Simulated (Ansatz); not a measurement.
Reaction (ligand exchange at the Al–S bond): `[SiH3][O][Al]([SH])[Cl]` + HBr → `[SiH3][O][Al]([Cl])[Br]` + H₂S

Computed with Ansatz on PBE0-D4/def2-TZVP structures; ΔE is electronic, products minus reactants. CCSD(T)/CBS is the MP2 limit (def2-TZVPP, def2-QZVPP) plus CCSD(T) − MP2 in def2-TZVPP, frozen cores. This one scheme is used for every species. DFT in def2-TZVPP. For Br outer-core shells are correlated without core-valence functions, which leaves a few kJ/mol of doubt a bond. Scalar relativity is left out up to krypton. One conformer a species, not always the lowest.

`[SiH3][O][Al]([SH])[Cl]`:

Cartesian coordinates in Å:
```
Si 0.870 -0.515 1.442
O 0.031 -0.066 0.118
Al -1.115 0.152 -1.074
S -0.730 1.448 -2.759
Cl -2.952 -0.820 -0.970
H 0.867 -1.995 1.573
H 2.272 -0.041 1.318
H 0.258 0.085 2.656
H 0.499 1.752 -2.305
```

HBr:

Cartesian coordinates in Å:
```
Br 0.488 -0.225 -0.465
H -0.488 0.225 0.465
```

`[SiH3][O][Al]([Cl])[Br]`:

Cartesian coordinates in Å:
```
Si -1.421 -0.419 0.332
O 0.115 -0.064 -0.083
Al 1.660 0.438 -0.421
Cl 2.873 -0.698 -1.662
Br 2.445 2.333 0.454
H -2.113 -1.053 -0.819
H -2.143 0.821 0.715
H -1.416 -1.359 1.483
```

H₂S:

Z-matrix (Å, degrees):
```
S
H 1 1.341
H 1 1.341 2 92.3
```

| level | ΔE (eV) |
| --- | --- |
| B97M-V | -0.42 |
| B2PLYP | -0.46 |
| HF/CBS(def2) | -0.57 |
| CCSD/CBS(def2) | -0.49 |

Question: What does CCSD(T)/CBS give? (Best estimate.)

Answer: The calculation gave: -0.47 eV. The listed levels differ from it by 0.05, 0.01, -0.10, -0.02 eV.

Largest T1 diagnostic among the species: 0.011.

In def2-TZVPP, CCSD(T) changes the Hartree–Fock value by +0.12 eV (the triples alone add +0.02 eV) and MP2 by +0.10 eV. Leaving LDA and LC-ωPBE aside and taking each functional with its dispersion term where it has one, the values, not all of them listed here, spread over 0.11 eV, from BHLYP-D4 to revPBE-D4. From PBE to PBE0 (25 % exact exchange), in def2-TZVPP and without D4, ΔE moves by −0.04 eV.
